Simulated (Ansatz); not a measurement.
```yaml
crystal:
  periodic: [false, false, false]
  atoms:
    - {symbol: F, position_ang: [0.698378, -0.800004, 1.679156]}
    - {symbol: P, position_ang: [0.417684, -0.555361, 0.178593]}
    - {symbol: F, position_ang: [-0.039742, -1.972413, -0.237400]}
    - {symbol: F, position_ang: [1.864496, -0.575910, -0.366038]}
    - {symbol: Cu, position_ang: [-0.827334, 1.095783, -0.351686]}
    - {symbol: Br, position_ang: [-2.113482, 2.807894, -0.902635]}
basis:
  gaussian: {orbitals: aug-pcseg-2}
hamiltonian: {xc: {name: RPBE}, dispersion: d3bj}
output: {forces: true}
```

```sh
$ ansatz run in.yaml --threads 4 --pin off --events-out ev --progress --plain --max-ram 11315MiB
```

Output, abridged:

```
Functional definition: RPBE
  name "RPBE"
  cite "Hammer, Hansen & Nørskov, Phys. Rev. B 59, 7413 (1999) doi:10.1103/PhysRevB.59.7413"
  cite "Perdew, Burke & Ernzerhof, Phys. Rev. Lett. 77, 3865 (1996) doi:10.1103/PhysRevLett.77.3865"
  parameter kappa = 0.804
  parameter beta = 0.06672455060314922
  exchange = rpbe_x(kappa = kappa, mu = beta*pi^2/3)
  correlation = pbe_c(beta = beta)
1834 factors; their error is unknown
mean field evaluation 1: about -132126.7986 eV, gradient 5.8e1 eV
mean field evaluation 2: about -131972.5797 eV, gradient 3.9e2 eV
mean field evaluation 4: about -132130.6647 eV, gradient 2.6e1 eV
mean field evaluation 8: about -132131.3401 eV, gradient 2.8e-1 eV
mean field evaluation 16: about -132131.2653 eV, gradient 3.9e-4 eV
mean field -132131.26528798 eV, -4855.7344375450 hartree, gradient 7.3e-5 eV, S^2 0.000000; 0 other end points of the search recorded, 0 dependent functions left out
the calculation of the forces begins
reference -132131.26535424 eV, -4855.7344399799 hartree; 53, 53 occupied and 275, 275 virtual orbitals, 1834 factors
Total energy: -132132.51041727 eV, -4855.7801952024 hartree
Atom 0 at     0.698378    -0.800004     1.679156 Å, force     0.205986    -0.161847     1.290449 eV/Å
Atom 1 at     0.417684    -0.555361     0.178593 Å, force    -1.113411     1.474528    -0.473272 eV/Å
Atom 2 at    -0.039742    -1.972413    -0.237400 Å, force    -0.436996    -1.182931    -0.378851 eV/Å
Atom 3 at     1.864496    -0.575910    -0.366038 Å, force     1.221383     0.032795    -0.490410 eV/Å
Atom 4 at    -0.827334     1.095783    -0.351686 Å, force     0.170261    -0.224305     0.071762 eV/Å
Atom 5 at    -2.113482     2.807894    -0.902635 Å, force    -0.047221     0.061759    -0.019678 eV/Å
Dipole moment:     0.544353    -0.724277     0.232999 e Å
```

It took 5.5 s on 4 threads of an Arm Neoverse V2 on a shared host, with 0.7 GiB of host memory at the peak.
